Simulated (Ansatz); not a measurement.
Mulliken charges of C$_{3}$H$_{5}$BO (`O=C1CBC1`) from ωB97M-V/def2-TZVPP in Ansatz (PBE0-D4/def2-TZVP geometry).

```tsv
atom	x (Å)	y (Å)	z (Å)	charge (e)
O1	-0.193	0.326	-2.163	-0.272
C2	0.009	0.244	-0.986	0.135
C3	0.869	-0.719	-0.171	-0.225
B4	-0.240	-0.502	0.934	-0.020
C5	-0.745	0.811	0.214	-0.225
H6	1.165	-1.668	-0.615	0.121
H7	1.774	-0.197	0.175	0.124
H8	-0.598	-1.120	1.886	0.115
H9	-1.781	1.122	0.088	0.121
H10	-0.177	1.651	0.640	0.124
```

By hand: the dipole of these point charges (1 e Å = 4.8032 D).

Σ q r = (0.085, -0.081, 0.681) e Å, of length 0.691 e Å = 3.32 D.

How does the dipole of the full density compare? (Best estimate.)

Computed: (0.134, -0.014, 0.619) e Å, 3.04 D; the point charges give 1.09 times that, at 7° from its direction.

Point charges leave out the atoms' own dipoles, such as those of lone pairs, and Mulliken's split depends on the basis, so the close match here is no proof of good charges.
